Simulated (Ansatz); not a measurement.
Ideal-gas functions of CdF2, SMILES `[F][Cd][F]` at 500 K and 1 bar, from an Ansatz frequency run at PBE0-D4/def2-TZVP.

Molar mass 150.41 g/mol, point group D∞h (symmetry number 2), electronic degeneracy 1, moments of inertia 140.28 u Å². Harmonic wavenumbers (cm⁻¹, unscaled): 138, 138, 542, 647.

Use S(trans) = R[1.5 ln M + 2.5 ln T − 1.1517]; rotational temperatures θ = 24.2544 K / I; S(rot) = R[ln(T/σθ) + 1]; for each mode x = 1.438777 ν̃/T, S = R[x/(eˣ − 1) − ln(1 − e⁻ˣ)] and H = RT x/(eˣ − 1); 1 cm⁻¹ = 0.0119627 kJ/mol; R = 8.31446 J/(mol·K).

Problem. By hand: the entropy, in J/(mol·K).

Solution. Translation 182.1. Rotation: θ = 0.1729 K, giving 68.8. Vibration, mode by mode: 16.05, 16.05, 5.41, 4.25, in all 41.8. Electronic 0.0. Sum 292.7 J/(mol·K).

Problem. By hand: H − E and G − E in kJ/mol, counted from the electronic energy.

Solution. Zero-point energy ½ × 1465 × 0.0119627 = 8.8; thermal vibration 9.9; translation, rotation and pV give 3.5 RT = 14.6. H − E = 33.3 kJ/mol, and G − E = 33.3 − 500 × 292.7/1000 = -113.0 kJ/mol.

Vibration gives 14 % of the entropy, 32.1 J/(mol·K) of it from the modes under 150 cm⁻¹: soft modes count most, and the harmonic formula is weakest for them.
